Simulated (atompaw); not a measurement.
**u(r) = r·R(r): atom against pseudo-atom (P)**

Columns: radius, all-electron u(r) and pseudo u(r) of the 3p shell (level -24.39 eV) of phosphorus in the configuration [Ne] 3s2 3p1; LDA (PW92), scalar-relativistic, PAW (atompaw) scheme, atompaw 4.2.0.5.

```json
{"r (bohr)": "0.073", "all-electron": "-0.1044", "pseudo": "0.0042"}
{"r (bohr)": "0.146", "all-electron": "-0.2501", "pseudo": "0.0166"}
{"r (bohr)": "0.219", "all-electron": "-0.3406", "pseudo": "0.0371"}
{"r (bohr)": "0.292", "all-electron": "-0.3645", "pseudo": "0.0649"}
{"r (bohr)": "0.365", "all-electron": "-0.3343", "pseudo": "0.0996"}
{"r (bohr)": "0.438", "all-electron": "-0.2665", "pseudo": "0.1403"}
{"r (bohr)": "0.512", "all-electron": "-0.1743", "pseudo": "0.1867"}
{"r (bohr)": "0.585", "all-electron": "-0.0711", "pseudo": "0.2364"}
{"r (bohr)": "0.658", "all-electron": "0.0360", "pseudo": "0.2888"}
{"r (bohr)": "0.731", "all-electron": "0.1418", "pseudo": "0.3429"}
{"r (bohr)": "0.804", "all-electron": "0.2423", "pseudo": "0.3974"}
{"r (bohr)": "0.877", "all-electron": "0.3352", "pseudo": "0.4512"}
{"r (bohr)": "0.950", "all-electron": "0.4192", "pseudo": "0.5030"}
{"r (bohr)": "1.023", "all-electron": "0.4936", "pseudo": "0.5520"}
{"r (bohr)": "1.096", "all-electron": "0.5581", "pseudo": "0.5973"}
{"r (bohr)": "1.169", "all-electron": "0.6128", "pseudo": "0.6379"}
{"r (bohr)": "1.242", "all-electron": "0.6582", "pseudo": "0.6734"}
{"r (bohr)": "1.315", "all-electron": "0.6947", "pseudo": "0.7033"}
{"r (bohr)": "1.388", "all-electron": "0.7229", "pseudo": "0.7274"}
{"r (bohr)": "1.462", "all-electron": "0.7437", "pseudo": "0.7458"}
{"r (bohr)": "1.535", "all-electron": "0.7573", "pseudo": "0.7581"}
{"r (bohr)": "1.608", "all-electron": "0.7645", "pseudo": "0.7648"}
{"r (bohr)": "1.681", "all-electron": "0.7662", "pseudo": "0.7663"}
{"r (bohr)": "1.754", "all-electron": "0.7630", "pseudo": "0.7630"}
{"r (bohr)": "1.827", "all-electron": "0.7555", "pseudo": "0.7555"}
{"r (bohr)": "1.900", "all-electron": "0.7444", "pseudo": "0.7444"}
```

**Question.** How many radial nodes do the two functions have?

**Answer.** The all-electron 3p function has n − l − 1 = 1; the pseudo-wave has 0, since the states of the same l below it are removed with the core.

**Question.** Where does each function peak?

**Answer.** Outermost all-electron maximum near 1.68 bohr, pseudo maximum near 1.68 bohr (to the table’s step).

**Question.** Is the pseudo-wave norm-conserving?

**Answer.** No, it belongs to a PAW set: the norm inside the radius is not constrained, and the difference is carried by the augmentation charge.
